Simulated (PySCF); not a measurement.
# Which determinant of AlTl⁺ lies lowest?

Unrestricted PBE0; Al def2-SVPD, Tl def2-SVPD with ECP60; scalar-relativistic core potentials (PySCF 2.14). Outer shells of the fragments: Al+ 3s2; Tl 5d10 6s2 6p1.

Followed along the bond (rough minima from three points):

```tsv
2Ms+1	unpaired	⟨S²⟩ at the start	R at minimum (Å)	Te (eV)
2	σ ↑	0.76	3.49	0.00
2	π ↑	0.75	3.08	0.60
4	σ ↑↑, π ↑	3.75	2.82	3.45
```

Solutions found at the starting distance of 2.725 Å, counted from the lowest of them; the search is not exhaustive and high or unbound solutions are not listed, so other states can lie among these:

```json
{"2Ms+1": "2", "unpaired": "σ ↑", "term": "²Σ⁺", "E (eV)": "0.00", "⟨S²⟩": "0.76", "⟨Lz²⟩": "0.00", "μ (D)": "-4.61"}
{"2Ms+1": "2", "unpaired": "π ↑", "term": "²Π", "E (eV)": "0.14", "⟨S²⟩": "0.75", "⟨Lz²⟩": "1.01", "μ (D)": "-4.31"}
{"2Ms+1": "4", "unpaired": "σ ↑↑, π ↑", "term": "⁴Π", "E (eV)": "2.89", "⟨S²⟩": "3.75", "⟨Lz²⟩": "1.00", "μ (D)": "-4.39"}
{"2Ms+1": "4", "unpaired": "σ ↑, π ↑↑", "term": "⁴Σ⁻", "E (eV)": "3.23", "⟨S²⟩": "3.75", "⟨Lz²⟩": "0.00", "μ (D)": "-3.74"}
{"2Ms+1": "2", "unpaired": "σ ↑↑, π ↓", "term": "mixed", "E (eV)": "3.64", "⟨S²⟩": "1.75", "⟨Lz²⟩": "1.00", "μ (D)": "-4.86"}
{"2Ms+1": "2", "unpaired": "σ ↑, π ↑↓", "term": "mixed", "E (eV)": "3.97", "⟨S²⟩": "1.76", "⟨Lz²⟩": "2.01", "μ (D)": "-4.30"}
{"2Ms+1": "2", "unpaired": "σ ↓, π ↑↑", "term": "mixed", "E (eV)": "4.33", "⟨S²⟩": "1.76", "⟨Lz²⟩": "0.00", "μ (D)": "-4.39"}
{"2Ms+1": "4", "unpaired": "σ ↑, π ↑↑", "term": "mixed", "E (eV)": "5.33", "⟨S²⟩": "3.76", "⟨Lz²⟩": "2.01", "μ (D)": "-6.30"}
{"2Ms+1": "4", "unpaired": "σ ↑↑↑", "term": "⁴Σ⁺", "E (eV)": "7.55", "⟨S²⟩": "3.75", "⟨Lz²⟩": "0.00", "μ (D)": "-6.29"}
{"2Ms+1": "4", "unpaired": "σ ↑, π ↑, δ ↑", "term": "mixed", "E (eV)": "9.39", "⟨S²⟩": "3.75", "⟨Lz²⟩": "5.00", "μ (D)": "-2.43"}
{"2Ms+1": "4", "unpaired": "σ ↑, π ↑, δ ↑", "term": "mixed", "E (eV)": "9.43", "⟨S²⟩": "3.75", "⟨Lz²⟩": "4.96", "μ (D)": "-2.52"}
```

A term symbol is given only where ⟨S²⟩ and ⟨Lz²⟩ are close to those of a pure state; real π, δ and φ orbitals otherwise mix terms. A positive dipole points towards Tl; it is taken about the centre of mass and depends on that origin.

Problem. Compare the gap between the two lowest followed solutions at the starting distance with the gap between their minima.

Solution. At PBE0 the second solution (doublet, unpaired electrons π ↑) lies +0.14 eV from the first (doublet, unpaired electrons σ ↑) at 2.725 Å and +0.60 eV at the minima; the two curves relax by different amounts, since their minima lie near 3.08 and 3.49 Å.

Spin–orbit coupling is left out, which matters for elements this heavy, above all for dissociation energies. Counting both spins, an empty level lies below a filled one in some of these solutions, because spin and occupation are held.
